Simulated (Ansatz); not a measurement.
Spectroscopic constants of NO+, closed-shell singlet (the spin of the measured ground state).

Seven points along R, fitted to fifth degree in 1/R; most abundant isotopes. In def2 and cc sets the state is the lowest found near the PBE0 minimum, followed along R. The singlet is held restricted.

Cores are frozen in the correlated methods. CBS: X⁻³ extrapolation of the correlation energy, Hartree–Fock from the larger set.

Programs: Ansatz (Gaussian orbitals). Values without a source in brackets are computed.

Quantity: ω_e, from seven points a level.

Costs are ratios of core time to PBE/def2-TZVPP (roughly 2.3 s), for whole runs (searches for the state included, and forces where a run took them) on one shared machine, so rough; each error counts from the measured 2376.7 cm⁻¹ [Irikura, J. Phys. Chem. Ref. Data 36, 389 (2007)].

A star marks coupled-cluster runs past 200 virtual orbitals, where the program's memory plan changes under this machine's limit, so their costs aren't comparable with smaller runs.

```tsv
level	basis functions	cost
SVWN5/def2-TZVPP	62	×0.8
PBE/def2-TZVPP	62	×1
BHLYP/def2-TZVPP	62	×1
CAM-B3LYP/def2-TZVPP	62	×2
r2SCAN/def2-TZVPP	62	×2
CCSD(T)/def2-TZVPP	62	×3
CCSD(T)/aug-cc-pVTZ	92	×7
CCSD(T)/def2-QZVPP	114	×10
CCSD(T)/CBS(def2-TZVPP, def2-QZVPP)	-	×20
CCSD(T)/aug-cc-pVQZ	160	×40
CCSD(T)/aug-cc-pV5Z	254	×100*
CCSD(T)/CBS(aug-cc-pVQZ, aug-cc-pV5Z)	-	×200*
```

**Question.** Which is the cheapest listed level whose error stays within 24 cm⁻¹?

**Answer.** PBE/def2-TZVPP (-13 cm⁻¹, cost ×1).

**Question.** What does the step from CCSD(T)/aug-cc-pVTZ to CCSD(T)/aug-cc-pVQZ cost and buy?

**Answer.** 92 to 160 functions, cost ×5 (rough); the error goes from -20 to -2 cm⁻¹.

Each error (cm⁻¹): SVWN5/def2-TZVPP 45; PBE/def2-TZVPP -13; BHLYP/def2-TZVPP 281; CAM-B3LYP/def2-TZVPP 161; r2SCAN/def2-TZVPP 79; CCSD(T)/def2-TZVPP -11; CCSD(T)/aug-cc-pVTZ -20; CCSD(T)/def2-QZVPP 0; CCSD(T)/CBS(def2-TZVPP, def2-QZVPP) 10; CCSD(T)/aug-cc-pVQZ -2; CCSD(T)/aug-cc-pV5Z 2; CCSD(T)/CBS(aug-cc-pVQZ, aug-cc-pV5Z) 6.

Ansatz is an electronic-structure program.
